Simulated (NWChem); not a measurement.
# C₂H₃O₃ anion

```xyz
8

C     -0.0104     1.7881     0.0001
O     -0.7102     0.5719    -0.0002
C      0.0556    -0.6697     0.0000
O     -0.6813    -1.6615     0.0001
O      1.2933    -0.5458    -0.0001
H      1.0753     1.6080    -0.0053
H     -0.2762     2.3801     0.8978
H     -0.2848     2.3846    -0.8919
```
Atoms are numbered in this order, from 1.

All runs: NWChem. Pople sets run with spherical d functions. Sets without diffuse functions describe the anion's extra electron poorly. All runs use the structure optimised with B3LYP/def2-SVPD. Not confirmed as a minimum by frequencies. Level MN15/6-31G*: energy and gradient on several grids; changes count from the extra-fine grid, which is no exact limit either.

Problem. Which is the coarsest grid (xfine; medium; coarse; fine; xcoarse) from which on the energy stays within 500 μHa and each gradient component within 500 μHa/bohr of xfine?

Solution. medium.
```
grid     size of the energy change (μHa)  largest change of a gradient component (μHa/bohr)  time, medium = 1 (rough)
-------  -------------------------------  -------------------------------------------------  ------------------------
xcoarse                            10000                                               1000                   about 1
coarse                              2000                                                100                   about 1
medium                                30                                               < 30                   about 1
fine                                < 10                                               < 30                   about 1
xfine                               < 10                                               < 30                         3
```
